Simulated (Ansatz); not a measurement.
Correlation energies of `[SiH3]OCS` by basis set

Z-matrix (Å, degrees):
```
Si
O 1 1.649
H 1 1.479 2 106.2
H 1 1.489 2 110.5 3 -120.0
H 1 1.489 2 110.7 3 120.2
C 2 1.400 1 122.6 3 178.9
S 6 1.798 2 112.1 1 179.7
H 6 1.096 2 111.3 1 62.9
H 6 1.095 2 111.0 1 -57.8
H 7 1.343 6 96.4 2 71.5
```

Total charge 0; spin multiplicity 1. Geometry: relaxed with PBE0-D4/def2-TZVP. It is one conformer, not always the lowest. Frozen core, restricted reference, the Gaussian-basis code of Ansatz. CBS rows extrapolate triple and quadruple zeta; past MP2 they add the triple-zeta difference.

```tsv
basis	HF (Eh)	MP2 corr.	CCSD corr.	(T)	CCSD(T) total
def2-SVP	-802.39592	-0.55829	-0.61176	-0.01577	-803.02345
def2-TZVPP	-802.78328	-0.71350	-0.76278	-0.02953	-803.57559
def2-QZVPP	-802.80987	-0.76900	–	–	–
CBS(def2)	-802.81353	-0.81012	-0.85941	as TZ	-803.70247
```
